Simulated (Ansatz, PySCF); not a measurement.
C2H6FNbO, SMILES [CH3][Nb]([CH3])(=[O])[F], multiplicity 1. Atoms are numbered in the order given.

```xyz
11

Nb    -0.0163    -0.0158     0.0207
O      0.9157     0.8532    -1.0844
F      1.0453    -0.9537     1.2451
C     -1.2380    -1.3051    -1.1743
H     -1.9224    -0.6786    -1.7751
H     -1.8394    -1.9790    -0.5390
H     -0.6454    -1.9134    -1.8773
C     -1.2710     1.4432     0.9588
H     -0.6966     2.2855     1.3781
H     -1.8735     0.9865     1.7638
H     -1.9545     1.8569     0.1950
```
Charge 0, spin multiplicity 1.

Geometry: PBE0-D3(BJ)/def2-SVP. The spin state was assumed, not searched. The def2 effective core potentials stand for the cores of Nb; spin–orbit coupling is left out.

Two levels are set side by side: PBE-D3(BJ)/def2-SVP (Ansatz, a quantum-chemistry and plane-wave program) and PBE0-D3(BJ)/def2-SVP (Ansatz). Each level has its own optimised geometry; the coordinates shown are those of the second. Frequencies come from the Hessian of PySCF at each geometry. Differences are taken from unrounded values.

```tsv
quantity	PBE0-D3(BJ)	PBE-D3(BJ)	PBE-D3(BJ) minus PBE0-D3(BJ)
mean bond length (Å)	1.446	1.457	0.010
bond Nb1–O2 (Å)	1.687	1.710	0.023
bond Nb1–F3 (Å)	1.872	1.884	0.012
bond Nb1–C4 (Å)	2.141	2.151	0.010
bond Nb1–C8 (Å)	2.141	2.151	0.010
bond C4–H5 (Å)	1.105	1.114	0.008
bond C4–H6 (Å)	1.104	1.112	0.008
bond C4–H7 (Å)	1.102	1.110	0.008
bond C8–H9 (Å)	1.102	1.110	0.008
bond C8–H10 (Å)	1.104	1.112	0.008
bond C8–H11 (Å)	1.105	1.114	0.008
highest harmonic wavenumber (cm⁻¹)	3150	3063	-87
mean harmonic wavenumber (cm⁻¹)	1209	1171	-38
zero-point energy (kcal/mol)	46.66	45.19	-1.47
```

GGA bonds tend to be longer and softer than those of functionals with exact exchange. Differences between two approximate levels are no errors against the true value.
